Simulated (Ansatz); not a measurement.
All values below come from CAM-B3LYP-D3(BJ)/def2-TZVP // PBE0-D3(BJ)/def2-SVP (Ansatz, an electronic-structure program). All species are isolated molecules in the gas phase. One relaxed conformer stands for a flexible species; it need not be the lowest.  In the def2 sets, heavy atoms carry core potentials.

Reference species (SMILES): `C(F)(F)([CH2][Sn]([Cl])([Cl])[Cl])F` (neutral, multiplicity 1).

The HOMO comes out as -10.78 eV, the HOMO–LUMO gap comes out as 9.15 eV and the LUMO is -1.63 eV.

Changed species: `C=CC[CH2][Sn]([Cl])([Cl])[Cl]` (C–C–C–C torsion -116°, C–C–C–Sn torsion 180°) (Y = but-3-enyl; the reference has Y = 2,2,2-trifluoroethyl).

Task: Predict the effect on the HOMO, HOMO–LUMO gap and LUMO.

Result: the HOMO increases by 1.52 eV, to -9.26 eV; the HOMO–LUMO gap falls by 1.14 eV, to 8.01 eV; the LUMO increases by 0.37 eV, to -1.26 eV.
